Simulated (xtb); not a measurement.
isocyanic acid (CHNO), SMILES O=C=N. All values are semi-empirical tight-binding results from xtb (GFN2-xTB unless named), good for trends rather than for accurate numbers. Geometry optimised at GFN2-xTB.

Estimate the properties. (An estimate is asked for; the answer gives what the named calculation found.)


- point group as xtb finds it: Cs
- orbital gap: 6.52 eV
- dipole moment: 2.55 D
- zero-point energy: 13.3 kcal/mol
- G − E(el) at 298.15 K (modified RRHO): -1.0 kcal/mol
- static polarisability (D4 model): 23.2 bohr³
- solvation energy, GFN2-xTB/ALPB(water): -4.6 kcal/mol
- solvation energy, GFN2-xTB/ALPB(toluene): -3.1 kcal/mol

Give the IR lines (harmonic; lines under 4 % of the strongest left out, lines within 3 cm⁻¹ merged). (Estimate from the structure and the level; the computed values follow.)

ν (cm⁻¹): 689 (m), 2510 (vs), 3636 (w) (against the strongest line: vs over 80 %, s over 45 %, m over 15 %, w over 4 %, vw less)
